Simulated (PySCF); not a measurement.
Structure problem from calculated spectra and properties.

Formula: C5H12AlNO.

| Property | Result |
| --- | --- |
| Polarisability | 100.5 au [CAM-B3LYP/def2-SVPD] |
| UV, strongest line | among the 10 lowest singlet transitions: S8 at 6.82 eV (182 nm, f = 0.076) [TDDFT CAM-B3LYP/def2-SVPD] |
| 13C NMR | chemical shifts (computed TMS as zero) by class: 130.2 (1 C), 57.9 (1 C), 28.2 (2 C), 1.2 (1 C) ppm [GIAO HF/pcSseg-1] |
| Rotational structure | rotational constants A, B, C: 2.405, 0.888, 0.713 GHz [PBE0-D3(BJ)/def2-SVP] |
| UV, first state | lowest singlet excitation: 5.63 eV (220 nm, f = 0.002) [TDDFT CAM-B3LYP/def2-SVPD] |
| NMR, other nuclei | isotropic shieldings of nuclei other than C and H, by class: 16 (1 N), 292 (1 O), 500 (1 Al) ppm [GIAO HF/pcSseg-1] |
| 1H NMR | chemical shifts (computed TMS as zero) by class: 3.53 (1 H), 3.45 (2 H), 2.37 (3 H), 1.10 (6 H) ppm [GIAO HF/pcSseg-1] |

The electronic properties come from PySCF, for the isolated species, density fitting. Levels stand in brackets. Isolated species at its PBE0-D3(BJ)/def2-SVP geometry (one conformer only). Each NMR value is the plain mean over a class of atoms that symmetry, rotation or inversion makes alike.

Question: What is the compound? Reason from the data.

Answer: Numbering: `[CH3:1][C:2]#[N+:3][AlH2-:4][O:5][CH:6]([CH3:7])[CH3:8]`. 5 carbons fall into 4 classes; from least to most shielded: triply bonded carbon [C2] (130.2 ppm), sp3 carbon bound to oxygen [C6] (57.9 ppm), methyl carbon [C7/C8] (28.2 ppm, 2 C), methyl carbon [C1] (1.2 ppm). Hydrogen classes from least to most shielded: 1 H on an sp3 carbon bound to oxygen, C6 (3.53 ppm), 2 H on an aluminium bonded to N, O and 2 H, Al4 (3.45 ppm), 3 H on a methyl carbon, C1 (2.37 ppm), 6 H on 2 methyl carbons, C7/C8 (1.10 ppm, a mean of values up to 0.7 ppm apart in this geometry). The other shieldings belong to: 16 ppm, nitrogen bonded to Al and C [N3]; 292 ppm, oxygen bonded to Al and C [O5]; 500 ppm, aluminium bonded to N, O and 2 H [Al4]. The optimised geometry has point group C1 and is an asymmetric top. Structure: `CC#[N+][AlH2-][O]C(C)C`. Computed isomers that give other values at the same levels: `C=N[C@@H]1CCC[O+]1[AlH3-]` (rotational constant A: 1.927 GHz; this holds for the one conformer computed); `[H]/N=C\[C@@H]1CCC[O+]1[AlH3-]` (rotational constant A: 2.175 GHz; this holds for the one conformer computed). The assignments are read from this structure; whether some other isomer fits the data as well wasn't checked.

Shape of the structure used: `[CH3:1][C:2]#[N+:3][AlH2-:4][O:5][CH:6]([CH3:7])[CH3:8]`: N3–Al4–O5–C6 -76°, Al4–O5–C6–C7 -48°.
